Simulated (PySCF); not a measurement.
Species: C₆H₆NO (doublet state).
Structure used (GFN2-xTB), in Å, numbered top down from 1:
```xyz
14
C6H6NO angstrom
C      1.7239    0.8813    0.1155
C      1.5020   -0.5849    0.1077
C      0.2820   -1.1241   -0.0809
C     -0.6109   -2.1635   -0.3303
C     -1.1745   -0.9194   -0.1107
N     -2.1694   -0.1701    0.1259
C     -2.1502    1.1889    0.0825
O     -1.4377    1.8816   -0.6072
H      1.9195    1.2255    1.1340
H      0.8522    1.4108   -0.2651
H      2.6002    1.1352   -0.4804
H      2.3484   -1.2297    0.3093
H     -0.7316   -3.1398   -0.7348
H     -2.9544    1.6075    0.7121
```

The hyperfine couplings belong to this conformer and change with its torsions.

Identity: `C/C=C1C=C/1[N]C=O` [radical].

Computed, not measured: UKS B3LYP, pcH-1 on C H N O, non-relativistic, mean-field spin-orbit, GIAO (PySCF). Isolated species at its GFN2-xTB geometry (one conformer only). A GFN2-xTB geometry isn't a minimum of the functional, and hyperfine couplings can be far from their values at a DFT geometry. The frame is twisted about the N6–C7 bond at this geometry (dihedral C5–N6–C7–O8 = 29°); couplings at other torsion angles weren't computed. The SCF solution wasn't tested for stability.

**Question.** The isotropic 13C couplings are +48.7, -42.0, +41.0, -16.7, -11.4, -6.8 MHz. Assign them to C1; C2; C3; C4; C5; C7.

**Answer.** 
| site | a_iso (MHz) | ρ(0) (bohr⁻³) | position | distance from C2 (Å) | spin population | largest \|T\| (MHz) |
| --- | --- | --- | --- | --- | --- | --- |
| C1 | -16.7 | -0.0148 | 1 bond from C2 | 1.48 | -0.05 | 2.9 |
| C2 | +48.7 | +0.0434 | largest spin population | 0.00 | +0.62 | 99.0 |
| C3 | -42.0 | -0.0373 | 1 bond from C2 | 1.35 | -0.12 | 18.1 |
| C4 | +41.0 | +0.0365 | a main spin site | 2.67 | +0.41 | 66.7 |
| C5 | -11.4 | -0.0102 | 1 bond from C4 | 2.71 | -0.02 | 8.9 |
| C7 | -6.8 | -0.0060 | 3 bonds from C4 | 4.06 | -0.01 | 2.1 |

**Question.** Match the computed a_iso(1H) values +54.8, -36.3, -28.5, +0.4 MHz (means over equivalent nuclei) with the sites H9/H10/H11; H12; H13; H14.

**Answer.** 
```json
{"site": "H9/H10/H11", "a_iso (MHz)": "+54.8", "ρ(0) (bohr⁻³)": "+0.0123", "position": "2 bonds from C2", "distance from C2 (Å)": "2.13", "bound to": "C1", "spin population there": "-0.05", "largest |T| (MHz)": "5.8"}
{"site": "H12", "a_iso (MHz)": "-36.3", "ρ(0) (bohr⁻³)": "-0.0081", "position": "1 bond from C2", "distance from C2 (Å)": "1.08", "bound to": "C2", "spin population there": "+0.62", "largest |T| (MHz)": "24.4"}
{"site": "H13", "a_iso (MHz)": "-28.5", "ρ(0) (bohr⁻³)": "-0.0064", "position": "1 bond from C4", "distance from C2 (Å)": "3.50", "bound to": "C4", "spin population there": "+0.41", "largest |T| (MHz)": "16.9"}
{"site": "H14", "a_iso (MHz)": "+0.4", "ρ(0) (bohr⁻³)": "+0.0001", "position": "4 bonds from C4", "distance from C2 (Å)": "5.00", "bound to": "C7", "spin population there": "-0.01", "largest |T| (MHz)": "2.2"}
```

ρ(0) is the spin density at the nucleus and T the dipolar tensor; entries for several nuclei are means. The Mulliken spin populations are largest on C2 (+0.62), C4 (+0.41), C3 (-0.12) and N6 (+0.10). The positive populations add up to 1.24 and the negative ones to -0.24, together 2S = 1. The angles at C2 add up to 359.9°, so it is planar; its axial dipolar tensor and the negative coupling of its proton fit spin in a p orbital normal to that plane. Main spin sites, with 60 % or more of the largest population: C2, C4; positions count bonds from the nearest.

The spin density at the nucleus, in bohr⁻³, is negative for C3 (-0.0373), C1 (-0.0148) and C5 (-0.0102), for instance. A restricted open-shell determinant has no negative spin density anywhere; here it arises because α and β orbitals differ (spin polarisation).

Class means assume fast exchange of nuclei equivalent by connectivity; if that motion is slow, each nucleus keeps its own coupling. The three 1H nuclei of mean +54.8 MHz run from 6.7 to 106.7 MHz in the frozen geometry.

The SMILES `C/C=C1C=C/1[N]C=O` draws the unpaired electron on N6, whose computed spin population is only +0.10.
